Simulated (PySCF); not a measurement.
# Ionisation of `CCN(CC)P1N(C)CCN1C` (C8H20N3P)

Molecule: `CCN(CC)P1N(C)CCN1C` (C8H20N3P). Optimised structure (Å), atoms numbered from 1:
```
C     1.4885    1.1210    1.7672
C     1.2046   -0.2087    1.0819
N     0.9879   -0.1126   -0.3460
C     2.1538    0.0168   -1.1966
C     2.9622   -1.2649   -1.3393
P    -0.5536   -0.0306   -1.0919
N    -1.4402   -1.1583   -0.1119
C    -1.5128   -2.5344   -0.5146
C    -2.5974   -0.5925    0.5364
C    -2.2417    0.8647    0.7804
N    -1.4939    1.2376   -0.3942
C    -1.1781    2.6150   -0.6236
H     0.6352    1.8079    1.6629
H     1.6784    0.9749    2.8422
H     2.3724    1.6190    1.3387
H     2.0372   -0.9084    1.2780
H     0.3084   -0.6811    1.5150
H     1.8014    0.3348   -2.1924
H     2.8066    0.8334   -0.8332
H     3.8335   -1.1080   -1.9942
H     3.3397   -1.6236   -0.3692
H     2.3413   -2.0629   -1.7752
H    -1.6911   -3.1839    0.3600
H    -0.5548   -2.8441   -0.9592
H    -2.3154   -2.7389   -1.2541
H    -2.8187   -1.1252    1.4792
H    -3.5053   -0.6589   -0.1021
H    -3.1461    1.4898    0.8810
H    -1.6596    0.9796    1.7208
H    -0.4997    3.0514    0.1388
H    -0.6845    2.7222   -1.6025
H    -2.0949    3.2309   -0.6431
```

These are calculated values, ωB97X-D3(BJ)/ma-def2-SVP in PySCF (grid level 2) at geometries from PBE0-D3(BJ)/def2-SVP. The prefix ma- adds one diffuse s and one diffuse p function on all atoms but H. ωB97X-D3(BJ) is ωB97X-V with D3(BJ) in place of VV10. Thermal corrections: GFN2-xTB frequencies, unscaled, ideal gas at 298.15 K and 1 bar, quasi-RRHO entropy. These were taken at the GFN2-xTB minima.

Frontier levels of the parent: HOMO -8.15 eV, LUMO 1.69 eV.

Oxidation to the radical cation:
* Vertical ionisation energy (electronic): 7.69 eV
* Adiabatic ionisation energy (with zero-point energy): 7.00 eV
* Adiabatic, electronic part: 7.01 eV
* Vertical gap at the product's structure: 6.22 eV
* Inner reorganisation energy (four-point): 1477 meV
* Relaxation of product / of parent: 688 / 789 meV
* ⟨S²⟩ of the product: 0.757
* Largest spin populations: P6 0.47, N11 0.20, N7 0.20
* Largest changes of atomic charge: P6 0.38
* Distances that move most (Å): N3–P6 1.715 → 1.638; P6–N11 1.726 → 1.663; P6–N7 1.737 → 1.679; C2–N3 1.447 → 1.472
* Potential in water: 5.15 V absolute (solvation -15 → -191 kJ/mol)

Solvents are IEF-PCM continua (electrostatics only, gas-phase structures); absolute potentials refer to an electron at rest in vacuum.

Measured values (NIST Chemistry WebBook, evaluated or the median of agreeing entries): vertical ionisation energy 7.50 eV (computed 7.69, difference 0.19).

Caveats: ma-def2-SVP is a small basis, whose errors can reach tens of kJ/mol.

Hardware: 1 thread of Arm Neoverse N1, shared with other jobs. Command: `OMP_NUM_THREADS=1 python redox_run.py task.json out`. Structures, frequencies and single points: 84 min.
